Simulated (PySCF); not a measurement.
C₂H₆S, charge +1, doublet, at a GFN2-xTB geometry (a state made from the parent by changing its charge; the spin is typed, not shown lowest), with bond 7-3 at 1.3 times its length. Base run: TPSS/STO-3G (PySCF).

PySCF was given this input:
```python
from pyscf import gto, scf, dft

mol = gto.M(
    atom='''
C     1.280893    0.211694    0.683356
S     0.014998    0.283227   -0.566551
C    -1.303907   -0.646300    0.186007
H     1.542266   -0.823657    0.904808
H     2.157716    0.740657    0.316898
H     0.932316    0.678877    1.605392
H    -0.889156   -1.978777    0.437890
H    -2.153038   -0.652327   -0.493589
H    -1.596275   -0.196255    1.135370
''',
    basis='sto-3g',
    charge=1,
    spin=1,
    verbose=4,
)

mf = dft.UKS(mol)
mf.xc = 'tpss'
mf.kernel()
mf.analyze()
```

Variants of this job, named by their change:

```json
[
 {"change": "base", "ΔE vs base (mEh)": "0.000", "SCF cycles": "11", "<S^2>": "0.753", "outcome": "converged"},
 {"change": "DIIS = EDIIS", "ΔE vs base (mEh)": "-", "SCF cycles": "50", "<S^2>": "-", "outcome": "not converged"},
 {"change": "init_guess = atom", "ΔE vs base (mEh)": "0.000", "SCF cycles": "11", "<S^2>": "0.753", "outcome": "converged"},
 {"change": "level_shift = 0.1 (with mf.max_cycle = 100)", "ΔE vs base (mEh)": "0.000", "SCF cycles": "11", "<S^2>": "0.753", "outcome": "converged"},
 {"change": "init_guess = sap", "ΔE vs base (mEh)": "0.000", "SCF cycles": "13", "<S^2>": "0.753", "outcome": "converged"},
 {"change": "diis = off; damp = 0.6 (with mf.diis_start_cycle = 200; with mf.max_cycle = 150)", "ΔE vs base (mEh)": "0.000", "SCF cycles": "28", "<S^2>": "0.753", "outcome": "converged"},
 {"change": "level_shift = 0.5 (with mf.max_cycle = 100)", "ΔE vs base (mEh)": "0.000", "SCF cycles": "26", "<S^2>": "0.753", "outcome": "converged"},
 {"change": "conv_tol = 1e-7", "ΔE vs base (mEh)": "0.000", "SCF cycles": "9", "<S^2>": "0.753", "outcome": "converged"},
 {"change": "init_guess = vsap", "ΔE vs base (mEh)": "0.000", "SCF cycles": "12", "<S^2>": "0.753", "outcome": "converged"},
 {"change": "init_guess = 1e", "ΔE vs base (mEh)": "0.000", "SCF cycles": "21", "<S^2>": "0.753", "outcome": "converged"},
 {"change": "solver = newton; init_guess = 1e", "ΔE vs base (mEh)": "0.000", "SCF cycles": "-", "<S^2>": "0.753", "outcome": "converged"},
 {"change": "solver = newton", "ΔE vs base (mEh)": "0.000", "SCF cycles": "-", "<S^2>": "0.753", "outcome": "converged"},
 {"change": "conv_tol = 1e-11", "ΔE vs base (mEh)": "0.000", "SCF cycles": "12", "<S^2>": "0.753", "outcome": "converged"}
]
```

Open shells are given as the SCF converged; they aren't shown to be the lowest states, and a large step between rows can be another state.
